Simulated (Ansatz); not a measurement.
Input and output for C3H7In (`C=[C](C)[InH2]`).

```yaml
crystal:
  periodic: [false, false, false]
  atoms:
    - {symbol: C, position_ang: [0.186704, 1.471330, 0.411497]}
    - {symbol: C, position_ang: [-0.011142, 0.181772, 0.134776]}
    - {symbol: C, position_ang: [-0.641383, -0.740798, 1.132108]}
    - {symbol: In, position_ang: [0.615114, -0.504172, -1.802346]}
    - {symbol: H, position_ang: [0.641468, 2.158971, -0.295563]}
    - {symbol: H, position_ang: [-0.102902, 1.899967, 1.372879]}
    - {symbol: H, position_ang: [-1.556450, -1.191384, 0.735051]}
    - {symbol: H, position_ang: [-0.895491, -0.221090, 2.062409]}
    - {symbol: H, position_ang: [0.023975, -1.573709, 1.380257]}
    - {symbol: H, position_ang: [1.326605, 0.671131, -2.849878]}
    - {symbol: H, position_ang: [0.413502, -2.152016, -2.281189]}
basis:
  gaussian: {orbitals: def2-TZVPD}
hamiltonian: {xc: {name: HF}}
correlation: {active_space: {window: {electrons: 2, orbitals: 1}}}
```

```sh
$ ansatz run in.yaml --threads 4 --pin off --events-out ev --progress --plain --max-ram 10444MiB
```

Shortened log:

```
Functional definition: HF
1742 factors; integrals over basis functions are off by at most 8.3e-4 eV
mean field evaluation 1: about -8346.8148 eV, gradient 3.5e1 eV
mean field evaluation 2: about -8346.8493 eV, gradient 3.5e1 eV
mean field evaluation 4: about -8350.3572 eV, gradient 4.2e0 eV
mean field evaluation 8: about -8350.4211 eV, gradient 3.0e-1 eV
mean field -8350.42147487 eV, -306.8723290824 hartree, gradient 2.0e-6 eV, S^2 0.000000; 0 other end points of the search recorded, 0 dependent functions left out
reference -8350.42147487 eV, -306.8723290824 hartree; 23, 23 occupied and 207, 207 virtual orbitals, 1742 factors
state -8350.42147487 eV, -306.8723290824 hartree
Total energy: -8350.42147487 eV, -306.8723290824 hartree
```

Hardware: 4 threads of an Arm Neoverse V2 on a shared host. Wall time 6.5 s, peak host memory 0.68 GiB.
